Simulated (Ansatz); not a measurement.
This geometry of C$_{2}$H$_{8}$AlClSi (13 atoms, charge 0, multiplicity 1) is a first-order saddle point.

All numbers below come from RKS PBE0/def2-SVP (Ansatz 0.2.0).

```xyz
13
Properties=species:S:1:pos:R:3
C -1.638 -0.708 0.145
Si 0.052 0.066 0.525
C 1.454 -1.151 0.146
Al 0.364 2.186 -0.677
Cl -1.270 2.917 -1.821
H -2.248 -0.775 1.059
H -1.512 -1.727 -0.253
H -2.203 -0.119 -0.594
H 0.134 0.392 1.992
H 1.462 -1.434 -0.918
H 1.332 -2.071 0.740
H 2.434 -0.716 0.393
H 1.660 3.105 -0.722
```

Problem. Which two structures does it join? (They come from a converged band through this point; their orientation in space is the band's.)

Solution. No bond is made or broken. The dihedral H6–C1–Si2–C3 goes from 178 to 59°.

Initial state:

```xyz
13
Properties=species:S:1:pos:R:3
C -1.575 -0.812 0.187
Si 0.126 -0.067 0.534
C 1.486 -1.057 -0.337
Al 0.198 2.297 -0.135
Cl -1.538 3.126 -1.035
H -2.365 -0.262 0.720
H -1.616 -1.866 0.504
H -1.807 -0.767 -0.889
H 0.393 -0.128 2.013
H 1.349 -1.051 -1.430
H 1.469 -2.107 -0.001
H 2.484 -0.649 -0.116
H 1.417 3.309 0.000
```

Final state:

```xyz
13
Properties=species:S:1:pos:R:3
C -1.631 -0.697 0.085
Si 0.033 0.083 0.519
C 1.445 -1.154 0.278
Al 0.396 2.145 -0.769
Cl -1.246 2.934 -1.859
H -1.823 -1.584 0.710
H -1.658 -1.009 -0.970
H -2.453 0.018 0.242
H 0.014 0.479 1.971
H 1.513 -1.487 -0.770
H 1.283 -2.045 0.905
H 2.415 -0.715 0.559
H 1.733 2.996 -0.886
```

Problem. How far does it lie above each of them?

Solution. 0.059 eV above the first and 0.062 eV above the second. This is the barrier of this one path; another mechanism may lie lower.

The run took 110 s on 2 threads of Intel(R) Xeon(R) Platinum 8488C (Sapphire Rapids), with other jobs on the host, peak memory 0.32 GiB.
